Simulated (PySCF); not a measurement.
ethenoxy(methyl)silane (C₃H₈OSi), SMILES C(O[SiH2]C)=C.

Geometry: B3LYP-D3(BJ)/def2-SVP. Other conformers were not sampled.

Two levels are set side by side: PBE/def2-TZVP (PySCF) and r2SCAN/def2-TZVP (PySCF). Same geometry, gas phase. Differences are taken from unrounded values.

```tsv
quantity	r2SCAN
orbital gap (eV)	5.72
highest occupied level (eV)	-5.86
lowest empty level (eV)	-0.14
dipole moment (D)	0.95
mean polarisability (bohr³)	66.3
```

**Question.** What does PBE give, and how far is it from r2SCAN? (Estimate from the structure and the level; the computed values follow.)

**Answer.** 
```csv
quantity,PBE,PBE minus r2SCAN
orbital gap (eV),5.25,-0.47
highest occupied level (eV),-5.64,0.22
lowest empty level (eV),-0.39,-0.25
dipole moment (D),0.97,0.02
mean polarisability (bohr³),68.1,1.8
```

Rough cost on one machine, each run with all the roots and properties that it gave: r2SCAN against PBE about 4 times.
